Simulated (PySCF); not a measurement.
# C20H36F6S9: Orbital levels and atomic charges

System: C20H36F6S9 (one of a series of oligomers), SMILES FC(F)(F)CCSCCSCCSCCSCCSCCSCCSCCSCCSC(F)(F)F.

Cartesian coordinates (Å):
```
  1 F     5.365    1.167   -1.456
  2 C     6.617    1.338   -1.922
  3 F     6.674    2.597   -2.379
  4 F     6.724    0.538   -2.991
  5 C     7.671    1.064   -0.872
  6 C     7.570   -0.363   -0.356
  7 S     8.921   -0.657    0.846
  8 C     8.384   -2.261    1.530
  9 C     7.470   -2.121    2.735
 10 S     5.747   -1.679    2.326
 11 C     4.945   -3.312    2.264
 12 C     5.457   -4.242    1.179
 13 S     5.592   -3.500   -0.483
 14 C     3.853   -3.121   -0.869
 15 C     3.548   -1.664   -0.597
 16 S     1.775   -1.331   -0.892
 17 C     1.853    0.466   -1.168
 18 C     2.307    1.246    0.050
 19 S     1.336    0.923    1.555
 20 C    -0.260    1.714    1.147
 21 C    -1.308    0.691    0.763
 22 S    -2.895    1.473    0.335
 23 C    -3.430    2.006    2.005
 24 C    -4.878    2.453    2.022
 25 S    -6.048    1.067    1.802
 26 C    -6.510    1.267    0.049
 27 C    -7.586    2.322   -0.094
 28 S    -8.119    2.529   -1.828
 29 C    -9.260    1.119   -2.011
 30 C   -10.624    1.481   -1.460
 31 S   -11.773    0.057   -1.405
 32 C   -12.124   -0.110   -3.186
 33 F   -13.160   -0.915   -3.375
 34 F   -11.090   -0.620   -3.865
 35 F   -12.409    1.065   -3.752
 36 H     7.528    1.775   -0.055
 37 H     8.648    1.242   -1.325
 38 H     6.626   -0.527    0.161
 39 H     7.679   -1.085   -1.168
 40 H     9.303   -2.764    1.832
 41 H     7.918   -2.813    0.715
 42 H     7.832   -1.326    3.386
 43 H     7.430   -3.053    3.301
 44 H     3.888   -3.085    2.123
 45 H     5.072   -3.785    3.240
 46 H     6.469   -4.583    1.401
 47 H     4.805   -5.114    1.103
 48 H     3.712   -3.352   -1.925
 49 H     3.227   -3.784   -0.273
 50 H     4.116   -1.025   -1.273
 51 H     3.780   -1.399    0.435
 52 H     0.844    0.748   -1.469
 53 H     2.537    0.650   -1.998
 54 H     3.327    0.979    0.323
 55 H     2.273    2.317   -0.155
 56 H    -0.089    2.431    0.344
 57 H    -0.557    2.251    2.049
 58 H    -1.013    0.131   -0.123
 59 H    -1.484   -0.014    1.577
 60 H    -2.792    2.837    2.310
 61 H    -3.287    1.159    2.678
 62 H    -5.074    3.184    1.239
 63 H    -5.108    2.892    2.994
 64 H    -5.614    1.517   -0.518
 65 H    -6.868    0.288   -0.264
 66 H    -7.218    3.304    0.203
 67 H    -8.458    2.076    0.512
 68 H    -9.300    0.916   -3.080
 69 H    -8.839    0.255   -1.498
 70 H   -10.559    1.787   -0.416
 71 H   -11.091    2.281   -2.033
```

Method: PBE0/6-31G*, gas phase, PySCF, fitting set def2-universal-JFIT up to Ne and JKFIT beyond, grid level 1.

Task: Give the orbital energies near the gap.

Result: 
```
orbital     eV
 HOMO-4  -6.54
 HOMO-3  -6.40
 HOMO-2  -6.30
 HOMO-1  -6.20
   HOMO  -6.01
   LUMO   0.31
 LUMO+1   0.46
 LUMO+2   0.79
 LUMO+3   0.88
```

Task: Give the partial charges of the non-hydrogen atoms.

Result: 
| atom | Mulliken | IAO | Hirshfeld |
| --- | --- | --- | --- |
| F1 | -0.31 | -0.29 | -0.08 |
| C2 | 0.95 | 0.81 | 0.26 |
| F3 | -0.31 | -0.28 | -0.10 |
| F4 | -0.30 | -0.28 | -0.09 |
| C5 | -0.48 | -0.31 | -0.07 |
| C6 | -0.52 | -0.33 | -0.07 |
| S7 | 0.11 | 0.04 | -0.07 |
| C8 | -0.51 | -0.34 | -0.06 |
| C9 | -0.50 | -0.34 | -0.06 |
| S10 | 0.12 | 0.07 | -0.03 |
| C11 | -0.50 | -0.34 | -0.06 |
| C12 | -0.50 | -0.34 | -0.06 |
| S13 | 0.12 | 0.06 | -0.04 |
| C14 | -0.52 | -0.33 | -0.05 |
| C15 | -0.50 | -0.33 | -0.06 |
| S16 | 0.12 | 0.05 | -0.07 |
| C17 | -0.50 | -0.34 | -0.06 |
| C18 | -0.50 | -0.34 | -0.06 |
| S19 | 0.13 | 0.06 | -0.07 |
| C20 | -0.51 | -0.34 | -0.06 |
| C21 | -0.49 | -0.33 | -0.06 |
| S22 | 0.11 | 0.04 | -0.06 |
| C23 | -0.47 | -0.33 | -0.06 |
| C24 | -0.52 | -0.33 | -0.05 |
| S25 | 0.12 | 0.05 | -0.06 |
| C26 | -0.50 | -0.33 | -0.06 |
| C27 | -0.50 | -0.33 | -0.06 |
| S28 | 0.12 | 0.06 | -0.06 |
| C29 | -0.50 | -0.34 | -0.06 |
| C30 | -0.52 | -0.34 | -0.06 |
| S31 | 0.12 | 0.08 | -0.05 |
| C32 | 0.74 | 0.70 | 0.24 |
| F33 | -0.28 | -0.26 | -0.08 |
| F34 | -0.28 | -0.27 | -0.08 |
| F35 | -0.28 | -0.27 | -0.08 |
